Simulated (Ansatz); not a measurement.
Geometry optimisation, DFT PBE, scalar-relativistic, plane waves, PAW (Ansatz).

input.yaml

```yaml
crystal:
  lattice:
    - [0.0, 5.43, 5.43]
    - [5.43, 0.0, 5.43]
    - [5.43, 5.43, 0.0]
  atoms:
    - { symbol: Si, position: [0.0, 0.0, 0.0] }
    - { symbol: Si, position: [0.125, 0.125, 0.125] }
    - { symbol: Si, position: [0.0, 0.0, 0.5] }
    - { symbol: Si, position: [0.125, 0.125, 0.625] }
    - { symbol: Si, position: [0.0, 0.5, 0.0] }
    - { symbol: Si, position: [0.125, 0.625, 0.125] }
    - { symbol: Si, position: [0.0, 0.5, 0.5] }
    - { symbol: Si, position: [0.125, 0.625, 0.625] }
    - { symbol: Si, position: [0.5, 0.0, 0.0] }
    - { symbol: Si, position: [0.625, 0.125, 0.125] }
    - { symbol: Si, position: [0.5, 0.0, 0.5] }
    - { symbol: Si, position: [0.625, 0.125, 0.625] }
    - { symbol: Si, position: [0.5, 0.5, 0.0] }
    - { symbol: Si, position: [0.625, 0.625, 0.125] }
    - { symbol: Si, position: [0.5, 0.5, 0.5] }
    - { symbol: Si, position: [0.625, 0.625, 0.625] }
    - { symbol: Si, position: [0.7587478, 0.7525724, 0.243201] }
basis:
  ecutwfc: 420.0
kpoints:
  mp_grid: { grid: [2, 2, 2] }
hamiltonian:
  xc: pbe
  pseudopotentials: { kind: paw, azcp: { folder: soft_1 } }
scf:
  occupations: { method: gaussian, width: 0.02 }
  lower_state_search: "off"
relax:
  f_tol: 0.03
  max_steps: 60
  adjacent_minimum: "off"
```

Launched with:

```bash
$ ansatz run input.yaml --threads 1 --pin off --max-ram 3072MiB --backend cpu --events-out ev --progress --plain --runs-dir out
```

**Question.** Where does it end, and by what steps?

**Answer.** The run converged. The force dipped under the threshold on the way, but the program's further checks kept it going. Limits of this set-up: a small cell, in which the defect meets its images. After 3 steps the energy has fallen by 0.142 eV; Si17 moved furthest, 0.06 Å.

| step | energy less start (eV) | largest force component (eV/Å) | accepted |
| --- | --- | --- | --- |
| 0 | 0.0000 | 0.762 | yes |
| 1 | -0.1245 | 0.267 | yes |
| 2 | -0.1421 | 0.015 | yes |
| 3 | -0.1421 | 0.015 | yes |

```xyz
17
Lattice="0.0000 5.4300 5.4300 5.4300 0.0000 5.4300 5.4300 5.4300 0.0000" Properties=species:S:1:pos:R:3
Si -0.001 0.001 0.040
Si 1.362 1.366 1.357
Si 2.714 2.716 0.002
Si 4.064 4.067 1.358
Si 2.681 0.001 2.718
Si 4.049 1.380 4.100
Si 5.429 2.748 2.718
Si 6.790 4.069 4.081
Si -0.001 2.685 2.718
Si 1.379 4.051 4.101
Si 2.745 5.430 2.718
Si 4.067 6.792 4.080
Si 2.714 2.715 5.433
Si 4.048 4.050 6.767
Si 5.429 5.431 5.400
Si 6.809 6.811 6.767
Si 5.428 5.430 8.149
```

Run time: 18 s on 1 thread of Arm Neoverse V1, on a shared host, peak memory 0.49 GiB.
